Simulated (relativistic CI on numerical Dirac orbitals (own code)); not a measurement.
# Hg4+: O2,3 absorption edge

Computed with this model: Dirac-Coulomb-Breit CI, orbitals from a KLI potential per configuration, QED by a radiative potential, valence Slater integrals scaled by 0.7, multiplet model of core-to-valence dipole absorption; configurations [Xe] 4f14 5d8 → [Kr] 4d10 4f14 5s2 5p5 5d9; 300 K; Lorentzian 1.5 eV and Gaussian 0.3 eV FWHM. Energies are those of the free ion, without screening or charge transfer. The branching ratio is the share of the lower-energy edge in the whole absorption, uncertain by about 0.02 where the edges overlap. S is read from ⟨S²⟩ = S(S + 1).

Field parameters in Wybourne normalisation: Oh B⁴₀ = 21Dq, B⁴₄ = √(5/14) B⁴₀. The field is a parameter set, without covalency.

Computed curve for Oh, 10Dq = 40550 cm⁻¹, scaled to 100 at the maximum (points under 2 are left out and the grid is thinned):

(Energy (eV), Intensity): (57.00, 2.0), (57.50, 2.4), (58.25, 3.1), (58.75, 3.7), (59.50, 5.2), (60.00, 6.8), (60.75, 11.1), (61.25, 16.6), (62.00, 36.2), (62.50, 62.8), (63.25, 96.0), (63.75, 98.3), (64.50, 57.8), (65.00, 33.9), (65.50, 23.2), (66.25, 22.0), (66.75, 28.2), (67.50, 24.3), (68.00, 15.9), (68.75, 10.2), (69.25, 8.0), (70.00, 6.5), (70.50, 6.0), (71.25, 6.9), (71.75, 5.9), (72.50, 3.7), (73.00, 2.7), (73.50, 2.1), (80.50, 3.0), (81.00, 4.6), (81.75, 10.3), (82.25, 16.6), (83.00, 14.8), (83.50, 12.2), (84.25, 15.5), (84.75, 12.3), (85.50, 5.4), (86.00, 3.4), (86.75, 2.3), (87.25, 2.0)

The ground state has S = 0.99, and the centroid lies at 67.32 eV.
